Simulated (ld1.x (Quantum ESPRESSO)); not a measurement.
# Varying the TM potential for silicon (Si)

Base potential:

silicon, norm-conserving Troullier–Martins (Kleinman–Bylander form), made with ld1.x (Quantum ESPRESSO) 7.5 (LDA (PZ), non-relativistic). Core [Ne], reference 3s2 3p2. Waves: 3s (bound): rc 1.35 bohr; 3p (bound): rc 1.50 bohr; 3d channel at 0.25 Ry: rc 1.65 bohr. Local part: the d channel. Core correction: a·sin(br)/r model core, default radius (core density twice the valence density).

Cutoffs, loose and tight: the cutoffs (Ry, on a coarse ladder) from which the occupation-weighted sum of valence levels, in a spherical-Bessel basis at the reference potential, stays within 10 and 1 mRy of its value at 400 Ry. They do not see the model core or the augmentation charge, which bear on the density cutoff. Test errors are all-electron minus pseudo excitation energies from the reference, over the configurations 3s2 3p1; 3s2 3p0; 3s1 3p0; 3s2 3p1.5; 3s0 3p4; 3s1 3p2; 3s2 3p2.3 (two spin-polarised tests are not counted in the largest error). A dash means not determined; rows that change the core or the reference have their own tests. The largest error is taken over the tests solved by every variant that gives reliable tests at all: 3s0 3p4; 3s2 3p1.5; 3s2 3p2.3.

A true bound ghost makes a file unfit for plane-wave use even where its test errors are small: the radial tests pick states by their node count and pass the ghost by. Where a test does run into it, the solver fails or the error is huge.

```tsv
change	outcome	cutoff, loose	cutoff, tight	bound ghosts	largest test error (meV)
base	generated	40 Ry	80 Ry	none	+1.9
all radii but the core radius scaled by about 0.79 (s 1.06, p 1.18, d 1.30 bohr)	generated	160 Ry	300 Ry	s	+21
all radii but the core radius scaled by about 0.88 (s 1.20, p 1.32, d 1.46 bohr)	generated	60 Ry	160 Ry	none	+5.2
all radii but the core radius scaled by about 1.03 (s 1.40, p 1.54, d 1.70 bohr)	generated	35 Ry	80 Ry	none	+1.5
all radii but the core radius scaled by about 1.15 (s 1.56, p 1.72, d 1.90 bohr)	generated	15 Ry	40 Ry	none	+0.7
all radii but the core radius scaled by about 1.21 (s 1.64, p 1.82, d 2.00 bohr)	generated	15 Ry	40 Ry	none	-1.9
all radii but the core radius scaled by about 1.33 (s 1.80, p 2.00, d 2.20 bohr)	generated	15 Ry	40 Ry	none	-4.7
```

Reading the sweep of the scale of all radii but the core radius (base = 1) (base included, trends over the rows without a ghost): The loose cutoff falls from 60 Ry at 0.88 to 15 Ry at 1.33. A larger radius leaves more room for a smooth pseudo-wave, so fewer plane waves are needed; a smaller one forces it to follow the all-electron wave where it bends sharply. The median size of the test errors (rows with all tests solved) is not monotonic: lowest 3.8 meV at 1.21, highest 9.3 meV at 0.88. Bound ghosts are found at 0.79.
